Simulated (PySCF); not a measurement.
SiHClBr₂, SMILES Cl[SiH](Br)Br.

Geometry: PBE0-D3(BJ)/def2-SVP.

Level of theory: TDDFT-PBE/def2-SVPD run with PySCF.

Vertical excitations. Isolated molecule, no solvent. State labels are in the subgroup Cs.

### Question
Give excitation energies, oscillator strengths and character. (The exact figures need the calculation; the answer reports its results.)

### Answer

```json
[
 {"state": "S1", "symmetry": "A\"", "energy (eV)": "5.63", "λ (nm)": "220", "f": "0.005", "main pairs": "HOMO→LUMO 97 %"},
 {"state": "S2", "symmetry": "A\"", "energy (eV)": "5.94", "λ (nm)": "209", "f": "0.018", "main pairs": "HOMO−1→LUMO 93 %"},
 {"state": "S3", "symmetry": "A'", "energy (eV)": "5.96", "λ (nm)": "208", "f": "0.011", "main pairs": "HOMO−2→LUMO 98 %"},
 {"state": "S4", "symmetry": "A'", "energy (eV)": "6.22", "λ (nm)": "199", "f": "0.009", "main pairs": "HOMO−3→LUMO 85 %, HOMO→LUMO+1 13 %"},
 {"state": "S5", "symmetry": "A'", "energy (eV)": "6.54", "λ (nm)": "189", "f": "0.028", "main pairs": "HOMO→LUMO+1 79 %"},
 {"state": "S6", "symmetry": "A\"", "energy (eV)": "6.56", "λ (nm)": "189", "f": "0.013", "main pairs": "HOMO→LUMO+2 77 %, HOMO−5→LUMO 15 %"},
 {"state": "S7", "symmetry": "A'", "energy (eV)": "6.61", "λ (nm)": "187", "f": "0.002", "main pairs": "HOMO−4→LUMO 97 %"},
 {"state": "S8", "symmetry": "A\"", "energy (eV)": "6.72", "λ (nm)": "184", "f": "0.002", "main pairs": "HOMO−1→LUMO+2 64 %, HOMO−5→LUMO 34 %"},
 {"state": "S9", "symmetry": "A\"", "energy (eV)": "6.75", "λ (nm)": "184", "f": "0.004", "main pairs": "HOMO−2→LUMO+1 67 %, HOMO−1→LUMO+2 16 %, HOMO−5→LUMO 12 %"},
 {"state": "S10", "symmetry": "A'", "energy (eV)": "6.76", "λ (nm)": "183", "f": "0.020", "main pairs": "HOMO−1→LUMO+1 94 %"},
 {"state": "T1", "symmetry": "A\"", "energy (eV)": "5.31", "λ (nm)": "234", "f": "0", "main pairs": "HOMO→LUMO 99 %"},
 {"state": "T2", "symmetry": "A\"", "energy (eV)": "5.56", "λ (nm)": "223", "f": "0", "main pairs": "HOMO−1→LUMO 99 %"},
 {"state": "T3", "symmetry": "A'", "energy (eV)": "5.60", "λ (nm)": "221", "f": "0", "main pairs": "HOMO−2→LUMO 99 %"},
 {"state": "T4", "symmetry": "A'", "energy (eV)": "5.87", "λ (nm)": "211", "f": "0", "main pairs": "HOMO−3→LUMO 97 %"}
]
```
Triplets are in the Tamm–Dancoff approximation, which puts them higher than full response would, so one can lie above its singlet here.
